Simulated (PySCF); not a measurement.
MoO4 (charge -2 and singlet state).
Geometry (PBE0-D3(BJ)/def2-SVP, Å), atoms numbered from 1 in this order:
```xyz
5
MoO4 angstrom
O     -0.1591   -1.0744    1.3094
Mo    -0.1452   -0.0592   -0.1359
O     -0.1514   -1.0793   -1.5778
O      1.3091    0.9433   -0.1336
O     -1.5780    0.9737   -0.1413
```

Method used: PySCF 2.14.0, PBE0-D3(BJ)/def2-SVP geometry optimisation, gas phase, def2 core potentials past Kr.

Q: Which atoms are bound to Mo2, and at what distances?

A: 4 atoms: O3 1.766 Å, O1 1.766 Å, O4 1.766 Å, O5 1.766 Å.

Q: List the angles at Mo2.

A: 
```
    angle  degrees  distance of the outer atoms (Å)
O1–Mo2–O3    109.6                             2.89
O4–Mo2–O5    109.6                             2.89
O3–Mo2–O5    109.4                             2.88
O1–Mo2–O5    109.4                             2.88
O3–Mo2–O4    109.4                             2.88
O1–Mo2–O4    109.4                             2.88
```

Q: What is the shape at Mo2?

A: Tetrahedral: angles from 109.4° to 109.6°; τ4 = (360° − α − β)/141° = 1.00 with α and β the two widest (0 for a square, 1 for a tetrahedron).

Q: What are the rotational constants (commonest isotopes, rigid rotor)?

A: A = 3802, B = 3802, C = 3790 MHz: a spherical top.

Point group: Td (every atom within 0.08 Å of its image). Charge -2, singlet. Whether so highly charged an anion holds all its electrons in the gas phase wasn't checked; a finite basis holds them in any case. No counter-ion or solvent screens the charge of this multiply charged ion. The geometry's basis has no diffuse functions, a weakness for an anion. PBE0-D3(BJ)/def2-SVP frequencies: not computed here.
